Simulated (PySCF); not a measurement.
C3H5BN2.

```xyz
11

N     -0.0098    -2.1637     0.0000
B     -0.0379    -0.7691     0.0000
C     -1.2513     0.2295     0.0000
C     -0.6582     1.4513     0.0000
N      0.7991     1.4727     0.0000
C      1.2167     0.2439     0.0000
H      0.8567    -2.7041     0.0000
H     -0.8512    -2.7428     0.0000
H     -2.3407     0.0857     0.0000
H     -1.1539     2.4367     0.0000
H      2.3096     0.0590     0.0000
```
Charge 0, spin multiplicity 1.

Coordinates come from a PBE-D3(BJ)/def2-SVP optimisation. The structure was generated by enumeration, and PubChem lists no compound with its InChIKey, so it may never have been made. One conformer was computed; it need not be the lowest.

Level of theory: HF/pcSseg-1 (PySCF). Non-relativistic, no solvent.

Computed absolute GIAO shielding of each atom: isotropic value and principal components (ppm):
```csv
atom,σ(iso),σ11,σ22,σ33,span
N1,183.9,108.6,214.5,228.5,119.9
B2,74.6,39.0,85.0,99.7,60.7
C3,75.5,-55.3,105.4,176.5,231.8
C4,7.2,-140.5,53.1,109.0,249.5
N5,-198.7,-661.8,-167.9,233.7,895.6
C6,-6.7,-175.4,20.7,134.7,310.1
H7,27.8,22.1,24.8,36.4,14.3
H8,27.6,21.7,25.5,35.6,13.9
H9,26.3,24.3,26.2,28.3,4.0
H10,23.5,18.7,23.7,28.1,9.4
H11,22.9,18.3,24.1,26.1,7.9
```
